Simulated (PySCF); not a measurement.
Dipole response of S (sulfur, neutral)

[Ne] 3s2 3p4, high-spin 3P determinant. Calculation: PySCF 2.14, in aug-cc-pV(Q+d)Z (7s6p5d3f2g, 89 functions); the non-relativistic Hamiltonian (point nucleus). Coupled (time-dependent) response in atomic units; α is the mean over directions.

```
 method  mean α (bohr³)         α xx, yy, zz  C₆ (like pair)  S(−4)
    UHF           19.14  18.02, 21.37, 18.02           130.2  102.9
    PBE           21.02  19.54, 24.00, 19.54           145.2  139.3
   PBE0           20.10  18.79, 22.72, 18.79           137.7  120.9
    M06           20.15  18.79, 22.86, 18.79           134.6  130.6
wB97M-V           20.64  19.41, 23.10, 19.41           141.0  132.5
```

S(−4) is the Cauchy moment in α(ω) = α(0) + S(−4) ω² + …

Reference α: 19.4 ± 0.1 bohr³ (recommended; Schwerdtfeger and Nagle, table of static dipole polarizabilities (2023 update)). Published C₆: 134.0 (Chu and Dalgarno (2004); Tang, Norbeck and Certain (1976)).

α(iu) at M06:

| u (hartree) | α(iu) (bohr³) |
| --- | --- |
| 0 | 20.15 |
| 0.0500 | 19.83 |
| 0.100 | 18.95 |
| 0.200 | 16.26 |
| 0.300 | 13.39 |
| 0.500 | 8.884 |
| 0.750 | 5.564 |
| 1.00 | 3.727 |
| 1.50 | 1.976 |
| 2.00 | 1.224 |
| 3.00 | 0.6177 |
| 5.00 | 0.2660 |

A single London oscillator, α(iu) = α/(1 + u²/ω²), gives C₆ = (3/4) ω α². Matching the computed C₆ needs ω = 4 × 134.6 / (3 × 20.15²) = 0.442 hartree.

The components differ because the open shell of this determinant is not spherical; for a pure term their mean is the scalar polarisability.
